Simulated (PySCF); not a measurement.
B3LYP has the VWN-RPA correlation part, as in Gaussian. Delta-SCF ions had no search for a lower state. Excitations are Tamm–Dancoff values on a coarser integration grid. The basis has no diffuse functions, so Rydberg states are missing or too high.

Z-matrix (Å, degrees):
```
Si
H 1 1.4890
H 1 1.4907 2 112.17
H 1 1.5073 2 107.34 3 -116.06
Si 1 2.4475 2 105.30 4 -128.86
Si 5 2.2497 1 71.71 2 116.35
Si 6 2.4475 5 71.74 1 91.06
H 7 1.4892 6 105.26 5 116.38
H 7 1.4910 8 112.16 6 -114.99
H 7 1.5072 8 107.40 9 -116.12
```
Charge 0, spin multiplicity 1.

Estimate the HOMO, vertical ionisation energy (Delta-SCF), S1 oscillator strength, S1–T1 gap (TDA) and LUMO that B3LYP-D3(BJ)/def2-SVP run with PySCF returns for this input.


```
Property                                  Result
--------------------------------------  --------
HOMO                                    -5.97 eV
vertical ionisation energy (Delta-SCF)   7.93 eV
S1 oscillator strength                     0.002
S1–T1 gap (TDA)                          0.67 eV
LUMO                                    -2.34 eV
```
